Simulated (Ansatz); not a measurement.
A further run on S-phenylphenoxathiinium tetracyanoborate (C₂₂H₁₃BN₄OS).

```yaml
crystal:
  periodic: [false, false, false]
  atoms:
    - {symbol: N, position_ang: [-3.184311, 2.724731, 5.126265]}
    - {symbol: C, position_ang: [-2.625344, 2.144390, 4.275213]}
    - {symbol: B, position_ang: [-1.871100, 1.359883, 3.124292]}
    - {symbol: C, position_ang: [-1.095843, 2.332188, 2.111724]}
    - {symbol: N, position_ang: [-0.482937, 2.921737, 1.301567]}
    - {symbol: C, position_ang: [-2.865084, 0.485509, 2.219469]}
    - {symbol: N, position_ang: [-3.468758, -0.185389, 1.468453]}
    - {symbol: C, position_ang: [-0.766418, 0.343258, 3.679901]}
    - {symbol: N, position_ang: [0.092777, -0.407875, 3.953154]}
    - {symbol: C, position_ang: [-0.365816, -4.411882, -0.986115]}
    - {symbol: C, position_ang: [0.802890, -3.681911, -1.265565]}
    - {symbol: C, position_ang: [0.905484, -2.337844, -0.881022]}
    - {symbol: C, position_ang: [-0.181926, -1.753776, -0.215119]}
    - {symbol: S, position_ang: [-0.178123, -0.023345, 0.328253]}
    - {symbol: C, position_ang: [-0.693831, 0.852109, -1.139699]}
    - {symbol: C, position_ang: [-2.075245, 1.000318, -1.350747]}
    - {symbol: C, position_ang: [-2.523228, 1.625385, -2.518430]}
    - {symbol: C, position_ang: [-1.593346, 2.101496, -3.460149]}
    - {symbol: C, position_ang: [-0.220003, 1.967238, -3.237181]}
    - {symbol: C, position_ang: [0.243177, 1.343490, -2.066134]}
    - {symbol: O, position_ang: [1.600734, 1.275082, -1.917660]}
    - {symbol: C, position_ang: [2.197917, 0.969423, -0.728760]}
    - {symbol: C, position_ang: [3.574277, 1.243987, -0.640607]}
    - {symbol: C, position_ang: [4.266584, 0.972401, 0.542902]}
    - {symbol: C, position_ang: [3.600206, 0.431189, 1.657309]}
    - {symbol: C, position_ang: [2.232708, 0.150547, 1.584632]}
    - {symbol: C, position_ang: [1.543170, 0.409421, 0.385667]}
    - {symbol: C, position_ang: [-1.356300, -2.463584, 0.086738]}
    - {symbol: C, position_ang: [-1.439081, -3.805843, -0.314832]}
    - {symbol: H, position_ang: [-0.436117, -5.466897, -1.291138]}
    - {symbol: H, position_ang: [1.644610, -4.162514, -1.786446]}
    - {symbol: H, position_ang: [1.821493, -1.763051, -1.083273]}
    - {symbol: H, position_ang: [-2.785841, 0.620662, -0.598869]}
    - {symbol: H, position_ang: [-3.602507, 1.743020, -2.690035]}
    - {symbol: H, position_ang: [-1.942926, 2.595865, -4.378632]}
    - {symbol: H, position_ang: [0.525564, 2.350609, -3.948143]}
    - {symbol: H, position_ang: [4.069435, 1.685647, -1.516841]}
    - {symbol: H, position_ang: [5.341872, 1.197934, 0.599815]}
    - {symbol: H, position_ang: [4.143838, 0.231017, 2.591497]}
    - {symbol: H, position_ang: [1.689936, -0.260881, 2.453164]}
    - {symbol: H, position_ang: [-2.191658, -1.973941, 0.615599]}
    - {symbol: H, position_ang: [-2.350920, -4.379804, -0.090229]}
basis:
  gaussian: {orbitals: def2-mTZVP, fitting: {mean_field: def2-universal-jkfit}}
hamiltonian: {xc: {name: wB97X}}
output: {forces: true}
```

```sh
$ ansatz run in.yaml --threads 2 --pin off --events-out ev --progress --plain --max-ram 32768MiB --backend cuda --devices 0, --max-vram 18GiB
```

It prints (some lines left out):

```
Functional definition: wB97X
2472 factors; integrals over basis functions are off by at most 8.7e-1 eV
2472 factors; integrals over basis functions are off by at most 1.4e-6 eV
mean field evaluation 1: about -42521.1061 eV, gradient 1.0e2 eV
mean field evaluation 2: about -42513.7602 eV, gradient 1.2e2 eV
mean field evaluation 4: about -42542.4060 eV, gradient 8.9e0 eV
mean field evaluation 8: about -42542.6006 eV, gradient 3.8e-1 eV
mean field evaluation 16: about -42542.6010 eV, gradient 9.6e-4 eV
mean field -42542.60104422 eV, -1563.4117519644 hartree, gradient 7.5e-5 eV, S^2 0.000000; 0 other end points of the search recorded, 0 dependent functions left out
reference -42542.60097399 eV, -1563.4117493836 hartree; 101, 101 occupied and 497, 497 virtual orbitals, 2472 factors
Total energy: -42542.60097399 eV, -1563.4117493836 hartree
Atom 0 force     1.251255    -1.300005    -1.909541 eV/Å
Atom 1 force    -1.164581     1.211749     1.783189 eV/Å
Atom 2 force     0.019264    -0.025838    -0.028748 eV/Å
Atom 3 force     1.294087     1.361687    -1.683751 eV/Å
Atom 4 force    -1.409764    -1.253743     1.886038 eV/Å
Atom 5 force    -1.336049    -1.430146    -1.580961 eV/Å
Atom 6 force     1.276057     1.524142     1.759372 eV/Å
Atom 7 force     1.828653    -1.572793     0.620809 eV/Å
Atom 8 force    -1.992184     1.651620    -0.519319 eV/Å
Atom 9 force     0.019457     0.261037     0.082108 eV/Å
Atom 10 force    -0.159342     0.103781     0.096099 eV/Å
Atom 11 force    -0.276010    -0.175951     0.064084 eV/Å
Atom 12 force    -0.093603    -0.464195    -0.075375 eV/Å
Atom 13 force     0.245528    -0.254393    -0.478948 eV/Å
Atom 14 force    -0.036991     0.262437    -0.564247 eV/Å
Atom 15 force     0.131987     0.132186    -0.275513 eV/Å
Atom 16 force     0.180164    -0.067326     0.103974 eV/Å
Atom 17 force     0.136577    -0.115995     0.212235 eV/Å
Atom 18 force    -0.088991    -0.068769     0.204330 eV/Å
Atom 19 force    -0.823196     0.070491     0.023904 eV/Å
Atom 20 force    -0.013384    -0.116483     0.036770 eV/Å
Atom 21 force     0.258485    -0.144258     0.730875 eV/Å
Atom 22 force    -0.173312    -0.062631     0.136996 eV/Å
Atom 23 force    -0.266956    -0.039256    -0.064071 eV/Å
Atom 24 force    -0.161880    -0.001349    -0.123796 eV/Å
Atom 25 force     0.249105     0.124050    -0.173360 eV/Å
Atom 26 force     0.611375     0.193598    -0.087464 eV/Å
Atom 27 force     0.278708    -0.122877    -0.176197 eV/Å
Atom 28 force     0.148992     0.095487    -0.039861 eV/Å
Atom 29 force     0.038358     0.570308     0.166638 eV/Å
Atom 30 force    -0.459513     0.256410     0.286270 eV/Å
Atom 31 force    -0.484693    -0.322243     0.098498 eV/Å
Atom 32 force     0.368446     0.230634    -0.448984 eV/Å
Atom 33 force     0.584057    -0.056149     0.087797 eV/Å
Atom 34 force     0.182976    -0.264193     0.496028 eV/Å
Atom 35 force    -0.406914    -0.193602     0.359304 eV/Å
Atom 36 force    -0.239566    -0.227618     0.468275 eV/Å
Atom 37 force    -0.576692    -0.121529    -0.025851 eV/Å
Atom 38 force    -0.289263     0.116892    -0.509471 eV/Å
Atom 39 force     0.362172     0.234954    -0.524516 eV/Å
Atom 40 force     0.471949    -0.310473    -0.285069 eV/Å
Atom 41 force     0.515232     0.310349    -0.128550 eV/Å
Dipole moment:     1.494624    -1.186405    -2.562162 e Å
```

Hardware: 2 threads of AMD EPYC 7R13 on a shared host and a share (18 GiB) of an NVIDIA H100 80GB HBM3. Wall time 29 s, peak host memory 1.5 GiB.
